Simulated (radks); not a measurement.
Values are calculated unless marked as measured or tabulated.
Problem. All-electron atom: the boron ion B2+ in [He] 2s1. Level of theory: scalar-relativistic Kohn-Sham, PBE, spin-polarised, spherical densities, finite nucleus; open shells are filled with parallel spins first; Fermi nuclear charge, rms radius 2.406 fm (a radial shooting solver on a logarithmic mesh with Libxc functionals). Some entries of the table are withheld. Estimate them.

orbital,occ.,eigenvalue (hartree),r(max) (bohr)
1s up,1,(1),0.2100
1s down,1,(2),0.2102
2s up,1,-1.20045,1.363
2p up,0,-0.97553,1.261

Solution. 
(1) 1s up eigenvalue (hartree): -7.76676
(2) 1s down eigenvalue (hartree): -7.73727
